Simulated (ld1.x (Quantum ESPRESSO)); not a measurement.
**Before and after: TM potential for iron**

| Quantity | Value |
| --- | --- |
| Element | Fe (Z = 26) |
| Generator | ld1.x (Quantum ESPRESSO) 7.5 |
| Type | norm-conserving Troullier–Martins (Kleinman–Bylander form) |
| Functional | LDA (PZ) |
| Relativity | scalar-relativistic |
| Frozen core | [Ne] |
| Valence charge | 16 |
| Reference configuration | 3s2 3p6 3d6 4s0 4p0 (charge +2) |
| Partial waves | 3s (bound): rc 1.40 bohr; 3p (bound): rc 1.15 bohr; 3d (bound): rc 1.85 bohr |
| Local potential | all-electron potential smoothed inside 1.25 bohr (lloc = -1) |
| Core correction | Bessel-smoothed model core inside 1.10 bohr |

Change: all radii but the core radius scaled by about 0.75 (s 1.06, p 0.86, d 1.40 bohr); local potential all-electron potential smoothed inside 0.94 bohr (lloc = -1).

Cutoffs: the cutoffs (Ry, on a coarse ladder) from which the occupation-weighted sum of valence levels, in a spherical-Bessel basis at the reference potential, stays within 10 and 1 mRy of its value at 400 Ry; they do not see the model core or the augmentation charge, which bear on the density cutoff. Errors are all-electron minus pseudo energies relative to the spin-unpolarised reference configuration.

Question: Predict the effect on cutoff, ghosts and configuration errors.

Answer: The potential gets harder (80 Ry and 140 Ry → 140 Ry and 260 Ry); of the 9 tests that both files solve, the error grows in 7 and shrinks in 2 by more than 15 % and 0.3 meV (median size 75.4 → 236.9 meV); neither file shows a bound ghost. A smaller radius makes the pseudo-wave follow the all-electron one further in, where it bends more sharply, so more plane waves are needed.

| quantity | base | changed |
| --- | --- | --- |
| cutoff, loose | 80 Ry | 140 Ry |
| cutoff, tight | 140 Ry | 260 Ry |
| loose cutoff by channel (10 mRy a level) | s 40 Ry, p 55 Ry, d 70 Ry | s 80 Ry, p 90 Ry, d 100 Ry |
| bound ghosts | none | none |
| error for 3s2 3p6 3d6 4s2 4p0, meV [ΔE -25.47 eV] | +100 | +365 |
| error for 3s2 3p6 3d6 4s1 4p0, meV [ΔE -16.49 eV] | +64 | +237 |
| error for 3s2 3p6 3d5 4s0 4p0, meV [ΔE 34.53 eV] | +75 | +15 |
| error for 3s2 3p6 3d5 4s2 4p0, meV [ΔE -11.00 eV] | +310 | +668 |
| error for 3s2 3p6 3d7 4s1 4p0, meV [ΔE -26.30 eV] | +19 | +131 |
| error for 3s2 3p6 3d6 4s1 4p1, meV [ΔE -21.30 eV] | +55 | +207 |
| error for 3s2 3p6 3d7 4s0 4p0, meV [ΔE -18.61 eV] | +2.9 | -1.6 |
| error for 3s2 3p6 3d6 4s0 4p0 (spin-polarised), meV [ΔE -3.59 eV] | +271 | +339 |
| error for 3s2 3p6 3d6 4s2 4p0 (spin-polarised), meV [ΔE -28.86 eV] | +353 | +675 |
